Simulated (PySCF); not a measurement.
1-fluorocyclopenta-1,3-diene (C5H5F), SMILES FC1=CC=CC1.

Coordinates come from a B3LYP-D3(BJ)/def2-SVP optimisation. Other conformers were not sampled.

The numbers are results of PySCF with PBE/def2-TZVP, not measurements.

Symmetry labels are those of the subgroup Cs that the program uses (full group Cs).

Computed valence orbital energies around the gap with their symmetry:
```
orbital  symmetry  energy (eV)
-------  --------  -----------
HOMO−7         A'       -10.97
HOMO−6         A'       -10.62
HOMO−5         A"       -10.31
HOMO−4         A'        -9.47
HOMO−3         A'        -9.01
HOMO−2         A'        -8.21
HOMO−1         A"        -7.51
HOMO           A"        -5.21
LUMO           A"        -1.54
LUMO+1         A"         0.74
LUMO+2         A'         0.80
LUMO+3         A'         1.10
```
